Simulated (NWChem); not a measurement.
Species: CH₄OSTe; SMILES CS[Te]O

```xyz
8

Te    -0.3123     0.6887    -0.0723
O      1.5232     1.4003     0.2922
H      2.0591     1.2101    -0.4887
S     -0.1551    -1.5784     0.6339
C      0.4568    -2.4828    -0.8216
H     -0.1841    -2.3162    -1.6975
H      0.4253    -3.5490    -0.5501
H      1.4944    -2.2074    -1.0531
```
Atoms are numbered in this order, from 1.

Computed with NWChem. All runs use the structure optimised with PBE0/def2-SVP. def2 effective core potentials on Te; no spin-orbit coupling.

For level B3LYP/STO-3G (all-electron, non-relativistic):

```
Item                         Value
---------------------------  -----
highest occupied level (eV)  -3.47
orbital gap (eV)              6.07
dipole (D)                    2.42
```

Problem. Estimate the same quantities for level B3LYP/def2-SVP (core potentials).

Solution. 
* **highest occupied level (eV)**: -6.03
* **orbital gap (eV)**: 4.53
* **dipole (D)**: 2.89
